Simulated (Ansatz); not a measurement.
Species: InBr₂, net charge 1, singlet state. It need not be the lowest isomer of its formula. SMILES: [Br][In+][Br]
Geometry: optimised at B3LYP-D3(BJ)/def2-TZVP (Ansatz, a program for electronic structure).

Parts of the frozen-core correlation energy in def2-TZVPP (Ansatz, hartree). Frozen orbitals: 37; correlated occupied orbitals by spin: 8 and 8; virtual: 101 and 101. Spin-orbit coupling is left out. In def2 rows, elements after Kr have scalar-relativistic effective core potentials.

```json
[
 {"term": "reference (HF)", "value": "-5333.88856"},
 {"term": "MP2 opposite-spin", "value": "-0.26781"},
 {"term": "MP2 same-spin", "value": "-0.08730"},
 {"term": "CCSD correlation", "value": "-0.38493"},
 {"term": "(T)", "value": "-0.01670"},
 {"term": "T1 diagnostic", "value": "0.012"},
 {"term": "largest doubles amplitude", "value": "0.063"}
]
```
